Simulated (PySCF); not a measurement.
## MSr for M along the fifth-period p block

CCSD(T) with double-zeta basis sets in PySCF, for the lowest determinant that a PBE0 search found; no spin–orbit coupling. De refers to high-spin ground-configuration atoms.

| M | basis | reference, frozen orbitals | state (unpaired electrons) | Re (Å) | ωe (cm⁻¹) | De (eV) |
| --- | --- | --- | --- | --- | --- | --- |
| In | def2-SVP | ROHF, 4 | doublet (π ↑) | 3.502 | 86.9 | 0.37 |
| Te | def2-SVP | RHF, 4 | singlet (closed shell) | 2.876 | 203 | 1.96 |
| I | def2-SVP | UHF, 4 | doublet (σ ↑) | 3.040 | 170 | 2.77 |

The shortest bond is that of SrTe (2.876 Å), the longest that of SrIn (3.502 Å). SrI is bound most strongly (2.77 eV) and SrIn least (0.37 eV).

The state changes along the series, so neighbouring rows are not always alike in their bonding.

Correlated steps freeze 4 core orbitals. UHF and ROHF references stand side by side, which adds small steps between rows. Weak bonds: SrIn. Basis-set superposition, not corrected here, can be much of De in a small basis, most of all at correlated wavefunction levels. Spin–orbit coupling is left out, which matters for elements this heavy, above all for dissociation energies. Where the molecule has an RHF reference, its open-shell atoms are computed with UHF. The CCSD T1 diagnostic is raised in SrTe, a sign that a single reference may not be enough there. States were picked by a PBE0 search and need not be the measured ground states.
